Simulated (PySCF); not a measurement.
Molecule: B(H)(Me)(NHiPr), C4H12BN, SMILES CBNC(C)C. Atoms near the plane z = 1.0 Å, at the GFN2-xTB optimised geometry (x, y, z in Å): B1 (-0.8, 0.5, 0.0), H2 (-1.4, -0.5, 0.0), C3 (-1.6, 1.9, 0.0), H4 (-0.9, 2.7, 0.0), H5 (-2.2, 2.0, 0.9), N7 (0.6, 0.5, 0.0), C8 (1.5, -0.6, 0.0), C9 (0.9, -2.0, 0.1), H11 (1.0, 1.4, 0.0), H12 (2.2, -0.4, 0.8), H13 (1.7, -2.7, 0.2), H14 (0.3, -2.0, 1.1).

Calculation: CAM-B3LYP/def2-SVP run with PySCF. The values are rescaled to run from 0 to 1.

```
|000000000000000000000000000|
|000000000000000000000000000|
|000000000000000000000000000|
|000000011222100000000000000|
|000001233333320000000000000|
|000013445554431000000000000|
|000024566665432100000000000|
|000135788765432221000000000|
|000135799865443443100000000|
|000135788766555554210000000|
|000024566666666654321000000|
|000012445666677765443210000|
|000001245566677765665420000|
|000001235666666667776531000|
|000001235665555667897531000|
|000000234555455667887531000|
|000000123444566666765421000|
|000000012334678876554310000|
|000000001234689986543200000|
|000000000124689877643100000|
|000000000013567776653100000|
|000000000002345555543100000|
|000000000001233344432000000|
|000000000000011223221000000|
|000000000000000011100000000|
|000000000000000000000000000|
|000000000000000000000000000|
```
Scale: ten equal steps from 0.000 (start of '0') to 1.00 (end of '9'), in the order '0123456789'; x runs from -5.00 to 5.00, y from -5.00 (bottom) to 5.00 (top).

**Question.** Which quantity is mapped?
A) deformation density (molecule minus spherical neutral atoms)
B) Laplacian of the electron density
C) log10 of the electron density
D) electrostatic potential

**Answer.** C, log10 of the electron density. In full: log10 of the electron density (e/bohr³), floored at −4.
